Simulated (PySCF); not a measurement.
## Static response to an electric field

C6H5FSi.
Cartesian coordinates in Å at the GFN2-xTB level; atoms count from 1:
```
atom  x, y, z in Å
C1     2.884   -1.300   -0.016
C2     1.685   -1.213    0.004
C3     0.285   -1.117    0.025
C4    -0.389    0.054    0.004
C5     0.304    1.280   -0.040
C6     0.852    2.349   -0.079
Si7   -2.273    0.124    0.032
F8    -2.775   -1.409    0.084
H9     3.930   -1.380   -0.030
H10   -0.255   -2.054    0.060
H11    1.353    3.270   -0.108
H12   -2.784    0.734    1.250
H13   -2.821    0.663   -1.204
```

Level: wB97X-D/def2-SVPD (PySCF), static field, nuclei fixed, core orbitals frozen in the response. The polarisability tensor in these axes (au):

```
x   122.80 -12.41  -0.70
y   -12.41 109.83  -1.09
z    -0.70  -1.09  62.07
```

What are the eigenvalues, a third of the trace, and Δα (Δα² = ½Σ(αi − αj)² over the three pairs)?

Principal values 62.03, 102.35 and 130.32 au; mean 98.23 au = 14.56 Å³ = 16.20 × 10⁻⁴⁰ C²·m²/J; Δα = 59.46 au (61 % of the mean).

What is the dipole moment, and where does it point?

(0.96, 1.26, -0.05) D, 1.59 D in size, pointing from the negative to the positive side. Measured along this direction, the outermost atoms are F8 at the negative end and H11 at the positive end.

Directions of the eigenvectors, and the extent of the frame along each?

Largest value along (0.86, -0.52, 0.00), where the nuclei span 6.84 Å; middle along (0.52, 0.85, -0.03), 6.14 Å; least along (0.02, 0.03, 1.00), 2.45 Å. The response follows the extents in order.

Form Σ f/ω² (atomic units) for the 8 lowest TDDFT singlets, given as eV and f, and set it beside the mean polarisability, which is this sum over all singlets: 4.71, 0.3655; 4.83, 0.0004; 4.87, 0.0001; 5.99, 0.0004; 6.07, 0.0524; 6.38, 0.0000; 7.03, 0.0179; 7.12, 0.0051.

They add up to 13.60 au, 13.8 % of the 98.23 au; the largest single term is 12.18 au, from the state at 4.71 eV. Terms in order: 12.18, 0.01, 0.00, 0.01, 1.05, 0.00, 0.27, 0.07 au. Higher excitations give the rest. The strengths listed sum to 0.442.

Rayleigh depolarisation ratio (linearly polarised light, static tensor)?

ρ = 3Δα²/(45ᾱ² + 4Δα²) = 10608.1/(434238 + 14144.1) = 0.0237.

Find the Langevin capture rate constant for H3+ (3.023 u) meeting this molecule (124.014 u), k = 2.342 × 10⁻⁹ cm³/s × √(α in Å³ / reduced mass in u).

The reduced mass is 2.95 u, so k = 5.20 × 10⁻⁹ cm³/s. The formula leaves out the permanent dipole, which adds to the capture rate.

Isolated species at its GFN2-xTB geometry (one conformer only).
